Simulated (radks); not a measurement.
All-electron atom: Cr+ in [Ar] 3d(3/2: 4, 5/2: 1) (the NIST ground configuration). Method: Dirac Kohn-Sham, PBE, spin-unpolarised, spherical densities, point nucleus; computed with a radial shooting solver on a logarithmic mesh with Libxc functionals.

Spin-orbit splittings of the eigenvalues, e(l+1/2) - e(l-1/2), with zeta = 2 splitting/(2l+1) and mean radii in bohr:

| shell | occ. | splitting (eV) | zeta (eV) | <r> j=l-1/2 | <r> j=l+1/2 |
|---|---|---|---|---|---|
| 2p | 6 | 8.650 | 5.767 | 0.2579 | 0.2607 |
| 3p | 6 | 1.011 | 0.6739 | 0.9621 | 0.9712 |
| 3d | 5 | ? | ? | 1.414 | 1.421 |

Estimate the 3d splitting.

Answer. 0.07994 eV (zeta = 0.03198 eV).
